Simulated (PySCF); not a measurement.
**How methods differ on the ionisation energy of Ti²⁺**

Ti²⁺ [Ar] 3d2 (3F) → Ti³⁺ [Ar] 3d1 (2D), as a difference of total energies. Computed with PySCF 2.14 in def2-TZVPPD, with the non-relativistic Hamiltonian (point nucleus). Correlated levels: valence and next inner shell: [Ne] frozen. The calculations carry no spin-orbit coupling.

```json
{"method": "UHF", "ionisation energy (eV)": "26.752", "difference from reference (eV)": "-0.740"}
{"method": "MP2 (valence and next inner shell)", "ionisation energy (eV)": "27.272", "difference from reference (eV)": "-0.220"}
{"method": "SCS-MP2 (valence and next inner shell)", "ionisation energy (eV)": "27.185", "difference from reference (eV)": "-0.307"}
{"method": "CCSD (valence and next inner shell)", "ionisation energy (eV)": "27.237", "difference from reference (eV)": "-0.255"}
{"method": "CCSD(T) (valence and next inner shell)", "ionisation energy (eV)": "27.249", "difference from reference (eV)": "-0.243"}
```

Reference: 27.492 eV (measured; NIST Atomic Spectra Database, ionization energies).

These non-relativistic numbers lack the scalar-relativistic shift.

Errors of the correlated levels include the incompleteness of this basis and the frozen core.
